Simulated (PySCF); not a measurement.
**Two-component Hartree-Fock for Zn¹⁵⁺ (zinc, charge +15)**

Start: [Ne] 3s2 3p3; 3p1/2 filled at m_j = -1/2, +1/2; 3p3/2 filled at m_j = +3/2. Calculated with PySCF 2.14 in an even-tempered Gaussian basis (19 s from 1.3 bohr⁻², ratio 2.4; 13 p from 1.7 bohr⁻², ratio 2.4; 5 d from 7.8 bohr⁻², ratio 2.6; 4 f from 12 bohr⁻², ratio 2.6): generalised Hartree-Fock with the X2C-1e Hamiltonian and a Gaussian nucleus; one run each with spin-orbit coupling (SO) switched off, then screened by Boettger's factors.

```
spinor shell  electrons  ε, spin-free (eV)  ε, screened SO (eV)  weight of nominal j (screened SO)  rms radius, screened SO (bohr)
       1s1/2          2           -10261.4             -10261.1                              1.000                          0.0580
       2s1/2          2            -1754.6              -1754.5                              1.000                           0.242
       2p1/2          2            -1587.0              -1604.7                              0.982                           0.214
       2p3/2          4            -1587.0              -1578.2                              0.991                           0.217
       3s1/2          2            -581.77              -581.72                              1.000                           0.624
       3p1/2          2            -537.92              -538.90                              0.668                           0.619
       3p3/2          1            -537.92              -535.97                              1.000                           0.622
```

| quantity | spin-free | screened SO |
| --- | --- | --- |
| E (hartree) | -1684.23927 | -1684.31950 |
| M_J | 3/2 | 3/2 |
| ⟨J²⟩ | 3.750 | 3.755 |
| ⟨L²⟩ | 0.000 | 0.141 |
| ⟨S²⟩ | 3.750 | 3.559 |

Each row is a mean over spinors that exchange with the open shell spreads, by up to 26.752 eV (3s1/2).

Rows whose weight is well below 1 are mixtures of j = l ± 1/2: exchange outweighs spin-orbit coupling there, and the label is only the starting occupation.

Without spin-orbit coupling the j labels of p, d and f shells carry no meaning; the spin-free column gives the mean over the occupied spinors of each nl shell.
